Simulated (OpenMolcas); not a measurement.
An atom or ion with 6 electrons was computed by XMS-CASPT2, IPEA 0.25 Eh, imaginary shift 0.1 Eh with spin-orbit coupling (OpenMolcas, ANO-RCC-VTZP, DKH2). The lowest levels that the run gave, each within 12 % of the measured value where one is at hand:

| J | Parity | E (cm⁻¹) | g |
| --- | --- | --- | --- |
| 0 | even | 0.0 |  |
| 1 | even | 400 | 1.501 |
| 2 | even | 1155 | 1.501 |
| 2 | even | 30850 | 1.000 |
| 0 | even | 64360 |  |
| 2 | odd | 86960 | 2.002 |
| 1 | odd | 175480 | 0.499 |
| 2 | odd | 175480 | 1.167 |
| 3 | odd | 175510 | 1.334 |
| 0 | odd | 208650 |  |
| 1 | odd | 208660 | 1.501 |
| 2 | odd | 208690 | 1.501 |

Problem. Which ion is it, and what are the configurations and terms?

Solution. Ne⁴⁺ (Z = 10, charge +4; active space 4 electrons in 8 orbitals (2s 2p 3s 3p)). J, parity and g give the terms where levels are pure, and mixed ones are named by the computed weights; the size of the splittings, set against known spectra of the 6-electron sequence, gives the charge. In order, with the measured energies in cm⁻¹ (NIST levels in Podobedova, Fuhr, Reader and Wiese, J. Phys. Chem. Ref. Data 33, 525 (2004)): 2s² 2p² ³P₀, 2s² 2p² ³P₁ (412), 2s² 2p² ³P₂ (1110), 2s² 2p² ¹D₂ (30292), 2s² 2p² ¹S₀ (63914), 2s 2p³ ⁵S°₂, 2s 2p³ ³D°₁, 2s 2p³ ³D°₂ (175905), 2s 2p³ ³D°₃, 2s 2p³ ³P°₀ (208193), 2s 2p³ ³P°₁, 2s 2p³ ³P°₂.

CASPT2 breaks the degeneracy within a term, and the mean is taken; among the terms shown or strongly mixed into the levels shown the widest spread is 110 cm-1 (2s 2p³ ³D°). Active for correlation alone: 3p 3s; no level in the range computed is led by a configuration that fills them, so any true level of that kind is missing. Measured partners are found by configuration, term and J. A level has none where our copy of the source lacks it or the pairing is in doubt (some pairs that miss far off the trend of their configuration count as doubtful), and it then counts in no deviation. Levels of configurations outside the active space are missing.

° marks odd parity.
